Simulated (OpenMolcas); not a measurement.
**Cu5+: effect of the basis set**

```
Program             : OpenMolcas 26.06
Method              : CASSCF
Active space        : 6 electrons in 5 orbitals (3d)
State averaging     : 2S+1 = 5 even, 5 roots; 2S+1 = 3 even, 45 roots; 2S+1 = 1 even, 50 roots
Spin-orbit coupling : state interaction with AMFI integrals over the reference wave functions, term energies averaged over their components
```

A. ANO-RCC-VDZP [5s4p2d1f], DKH2, point nucleus; cost about 27 core-seconds
B. ANO-L-VTZP [6s5p3d2f1g], non-relativistic, point nucleus; cost of the order of 40 core-seconds
C. ANO-RCC-VTZP [6s5p3d2f1g], DKH2, point nucleus; cost about 30 core-seconds
D. ANO-R2 [6s4p4d2f1g], X2C, finite nucleus; cost roughly 30 core-seconds
E. ANO-RCC-VQZP [7s6p4d3f2g1h], DKH2, point nucleus; cost of the order of 22 core-seconds
F. ANO-R3 [7s5p5d3f2g1h], X2C, finite nucleus; cost about 30 core-seconds

Energies in cm-1 above 3d6 5D4, the measured ground level; measured values from Sugar and Musgrove, J. Phys. Chem. Ref. Data 19, 527 (1990).

```
     Level      A      B      C      D      E      F  Measured
   3d6 5D4    0.0    0.0    0.0    0.0    0.0    0.0       0.0
   3d6 5D3   1216   1167   1141   1126   1122   1139      1196
   3d6 5D2   2041   1961   1919   1896   1890   1916      1987
   3d6 5D1   2566   2467   2415   2387   2379   2411      2490
   3d6 5D0   2822   2715   2658   2627   2618   2653      2733
   3d6 3H6  32938  32675  32669  32920  32906  32863     30418
   3d6 3H5  33503  33222  33207  33455  33439  33402     31009
   3d6 3H4  33858  33573  33556  33805  33790  33753     31288
3d6 3P2(1)  35646  35402  35422  35716  35705  35639     29285
3d6 3F4(1)  37535  37252  37254  37543  37528  37473     32756
3d6 3F3(1)  38233  37924  37911  38194  38177  38131     33296
3d6 3F2(1)  38783  38449  38423  38700  38681  38644     33740
3d6 3P1(1)  39189  38801  38746  39008  38985  38967     32685
3d6 3P0(1)  40468  40046  39974  40230  40205  40197     33868
   3d6 3G5  41633  41288  41264  41557  41535  41495     37378
   3d6 3G4  42839  42442  42391  42672  42646  42624     38469
   3d6 3G3  43250  42843  42786  43066  43039  43020     38907
   3d6 1I6  49875  49461  49437  49799  49776  49722     46406
3d6 1G4(1)  52899  52449  52416  52795  52770  52717     47612
   3d6 3D2  53674  53248  53217  53581  53552  53504     46714
   3d6 3D1  53683  53250  53215  53577  53546  53501     46848
   3d6 3D3  54036  53594  53553  53913  53882  53840     47119
3d6 1S0(1)  61292  60791  60757  61188  61157  61096     53787
3d6 1D2(1)  65287  64766  64727  65174  65139  65079     54747
```

Deviations, from unrounded energies. A percentage is the sum of absolute deviations over the sum of measured energies, with the sign that they share, or ± where signs differ.

```json
{"Against measurement": "mean absolute deviation (cm-1)", "Levels": "23", "A": "4500", "B": "4100", "C": "4100", "D": "4400", "E": "4400", "F": "4300"}
{"Against measurement": "fine structure of the ground term (%)", "Levels": "4", "A": "+2.8", "B": "-1.1", "C": "-3.2", "D": "-4.4", "E": "-4.7", "F": "-3.4"}
{"Against measurement": "other terms of the ground configuration (%)", "Levels": "19", "A": "+13.7", "B": "+12.7", "C": "+12.7", "D": "+13.5", "E": "+13.4", "F": "+13.3"}
```

B, C, F lie about equally close to measurement and A furthest from it. The largest miss of C in the table is 3d6 1D2(1), by +10000 cm-1. The ranking rests on the paired levels alone, and a cruder setting can come out closer through cancelling errors.

Among A to F the level of the table that moves most is 3d6 1D2(1), by 560 cm-1 (lowest in C, highest in A).

Without dynamic correlation excited terms often stand tens of per cent too high (terms of higher spin than the ground term too low), and those without a measured partner can miss by more than the paired ones. Some levels mix across a computed gap that differs much from the measured one, so their mixing is not that of the real levels. The basis is small and was not contracted for so high a charge (holds for A). Computed and measured levels are paired by configuration, term and J; levels that our copy of the source lacks, or whose pairing is in doubt (as where it misses far off the trend of its configuration), stay unpaired and out of the deviations. Only configurations of the active space appear. Levels that lie high or do not pair safely by name in every column are left out.

A number in round brackets counts repeated terms of one configuration in the order of the reference energies.
